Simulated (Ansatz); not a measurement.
`C#[C][SnH]([CH3])[Cl]` + SiH₄ → `[CH3][SnH]([SiH3])[Cl]` + `C#C` at 600 K and 1 bar (formal exchange of groups at the Sn–C bond).

Program: Ansatz. Geometries: PBE0-D4/def2-TZVP. ΔE: electronic, gas phase. CCSD(T)/CBS adds triple-zeta CCSD(T) − MP2 to the extrapolated MP2 energy (def2 sets, frozen cores). This one scheme is used for every species. Elements past krypton have def2 core potentials. For Sn outer-core shells are correlated without core-valence functions, which leaves a few kJ/mol of doubt a bond.

```csv
species,CCSD(T)/CBS energy (Eh),H − E (kJ/mol),S (J/(mol·K))
`C#[C][SnH]([CH3])[Cl]`,-790.95511,232.2,484.0
SiH₄,-291.46306,108.7,242.3
`[CH3][SnH]([SiH3])[Cl]`,-1005.19396,251.9,503.5
`C#C`,-77.22717,96.2,235.4
```

H − E and S are ideal-gas, rigid-rotor, harmonic terms from PBE0-D4/def2-TZVP, for one conformer and one mirror image of each species. 1 Eh = 2625.50 kJ/mol, R = 8.31446 J/(mol·K).

Problem. By hand: ΔE, ΔH, ΔS and ΔG.

Solution. ΔE = (-1005.19396) + (-77.22717) − (-790.95511) − (-291.46306) = -0.00296 Eh = -7.8 kJ/mol. Δ(H − E) = 251.9 + 96.2 − 232.2 − 108.7 = 7.2, so ΔH = -0.6 kJ/mol. ΔS = 503.5 + 235.4 − 484.0 − 242.3 = 12.6 J/(mol·K). ΔG = -0.6 − 600 × (12.6)/1000 = -8.2 kJ/mol.

Problem. By hand: the equilibrium constant, and the temperature at which ΔG would vanish if ΔH and ΔS stayed fixed.

Solution. log₁₀ K = −ΔG/(RT ln 10) = 0.7. ΔH and −TΔS have one sign here, so there is no such temperature.

TΔS isn't small against ΔH here. A doubt of 5 kJ/mol in ΔE shifts log₁₀ K by 0.4 here. Other conformers and mirror images would add mixing entropy, several J/(mol·K) or more a flexible species. These are equilibria of isolated gas molecules and say nothing of rates. Largest T1 diagnostic: 0.013 (customary marks: 0.02 for closed shells, 0.045 for open ones).

ΔS is within the doubt of such terms, so its sign, and with it that verdict, could turn.
